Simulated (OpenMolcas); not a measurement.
Ru3+ among 6 point charges of -1.7 e arranged as an octahedron (Oh), 2.26 Å from the ion.
```
   2.2600    0.0000    0.0000  -1.70
   0.0000    2.2600    0.0000  -1.70
  -2.2600    0.0000    0.0000  -1.70
   0.0000   -2.2600    0.0000  -1.70
   0.0000    0.0000    2.2600  -1.70
   0.0000    0.0000   -2.2600  -1.70
```

* Program: OpenMolcas
* Method: SS-CASPT2, IPEA 0.25 Eh, imaginary shift 0.1 Eh (closed shells correlated: 4s 4p)
* Basis: ANO-RCC-VDZP [6s5p3d1f]
* Scalar Hamiltonian: DKH2, point nucleus
* Active space: 5 electrons in 5 orbitals (4d)
* State averaging: 2S+1 = 6 even, 1 root; 2S+1 = 4 even, 24 roots; 2S+1 = 2 even, 75 roots
* Spin-orbit coupling: RASSI with atomic mean-field integrals over the reference wave functions

Task: What is the spin-free ground state (labels of O, the rotations of Oh)?

Result: 6A1, 1-fold in its orbital part, 100 % from free-ion S terms; it has the highest spin that d5 allows.

Task: What are the lowest two levels with spin-orbit coupling?

Result: A 2-fold level Γ7 with g = 3.33, 3.33, 3.33, then a 4-fold level Γ8 0 cm-1 above it. Their leading multiplicities are 6 (99 %) and 6 (99 %).

Task: What is χT at 300 K, and how does it compare with the textbook value?

Result: The lowest level has 2S+1 = 6, for which the spin-only value is χT = S(S+1) / 2 = 4.375 cm3 K/mol (g = 2). The computed 4.370 at 300 K differs by -0.005, through a little spin-orbit mixing out of the ground term, against the free-electron g of 2.0023, which raises it.

Roots that are degenerate in the reference are averaged as groups; the widest CASPT2 spread within a group is 320 cm-1 (the 3-fold group of multiplicity 4 near 22100 cm-1 above the lowest state of its run). Shifts and gaps below about the spread of the groups concerned are not significant. Point charges give a weaker field than real ligands, and real ions of this kind are as a rule low spin; the high spin found here belongs to the model. This field is weak: 10Dq is about 4816 cm-1, while octahedral complexes of 4d ions of charge 3 and more, computed by the same method with explicit ligands, had a median near 25000 cm-1. Ground spin and moment need not be those of a real site. Free-ion shares, where given, are those of the reference states; single-state CASPT2 does not remix them. Point charges carry no covalency, so the field is a model and not that of real ligands. No measured value stands beside these numbers.
